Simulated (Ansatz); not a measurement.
Ansatz (a program for electronic structure) input for Ta(O)(F)(OH)2 (FH2O3Ta), SMILES [Ta](=[O])([OH])([OH])[F], multiplicity 1, PBE/def2-SVPD. Geometry optimised at B3LYP-D3(BJ)/def2-SVP. The multiplicity is an assumed one; no other spin state was optimised. The structure was generated by enumeration; whether it is a known compound was not checked. The def2 effective core potentials stand for the cores of Ta; spin–orbit coupling is left out. Other conformers were not sampled.

Ansatz 0.2 input:
```yaml
crystal:
  periodic: [false, false, false]
  atoms:
    - {symbol: Ta, position_ang: [0.01144076, -0.01129064, -0.00000000]}
    - {symbol: O, position_ang: [1.74026905, 0.05500174, -0.00000001]}
    - {symbol: F, position_ang: [-0.51108726, -1.83715615, 0.00000003]}
    - {symbol: O, position_ang: [-0.61189644, 0.89023923, -1.56187174]}
    - {symbol: H, position_ang: [-0.18359987, 1.33739029, -2.30104903]}
    - {symbol: O, position_ang: [-0.61189642, 0.89023926, 1.56187174]}
    - {symbol: H, position_ang: [-0.18359985, 1.33739033, 2.30104901]}
basis:
  gaussian:
    orbitals: def2-SVPD
hamiltonian:
  xc: {name: PBE}
```

Log of the run:

```
WARN ansatz: RAYON_NUM_THREADS=1 ignored (pool sized by the plan → 1); use --threads N
Functional definition: PBE
integrals: 0.07 GiB planned
1184 factors; their error is unknown
mean field: 0.49 GiB planned
mean field evaluation 1: about -10411.2651 eV, gradient 1.2e2 eV
mean field evaluation 2: about -10145.8424 eV, gradient 3.4e2 eV
mean field evaluation 4: about -10427.9757 eV, gradient 6.5e1 eV
mean field evaluation 8: about -10435.3720 eV, gradient 2.0e0 eV
mean field evaluation 16: about -10435.3274 eV, gradient 3.0e-4 eV
mean field -10435.32743678 eV, -383.4912099827 hartree, gradient 2.7e-5 eV, S^2 0.000000; 0 other end points of the search recorded, 0 dependent functions left out
reference -10435.32748805 eV, -383.4912118668 hartree; 24, 24 occupied and 119, 119 virtual orbitals, 1184 factors
Total energy: -10435.32748805 eV, -383.4912118668 hartree
```

Self-consistency was reached.

Cost: roughly 4 core-seconds.
